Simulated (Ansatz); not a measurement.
Calculated with Ansatz (gas phase, PBE0-D4/def2-TZVP geometries, no zero-point term in ΔE). CCSD(T)/CBS is the MP2 limit (def2-TZVPP, def2-QZVPP) plus CCSD(T) − MP2 in def2-TZVPP, frozen cores. DFT in def2-TZVPP. Each species was taken in one conformer, which may not be the lowest.

`[CH3][Al]([F])[SiH2]F` + `BOC` → `BO[SiH2]F` + `[CH3][Al]([CH3])[F]`  (redistribution)

```csv
level,ΔE (kcal/mol)
PBE-D4,-42.1
PBE,-41.9
HF/def2-QZVPP,-51.7
MP2/def2-QZVPP,-53.4
```

(1) What does CCSD(T)/CBS give? (Best estimate.)

Largest T1 diagnostic among the species: 0.014.

Results:

(1) Ansatz gave: -49.8 kcal/mol. The listed levels differ from it by 7.7, 7.9, -1.9, -3.6 kcal/mol.

From PBE to PBE0 (25 % exact exchange), in def2-TZVPP and without D4, ΔE moves by −2.8 kcal/mol.
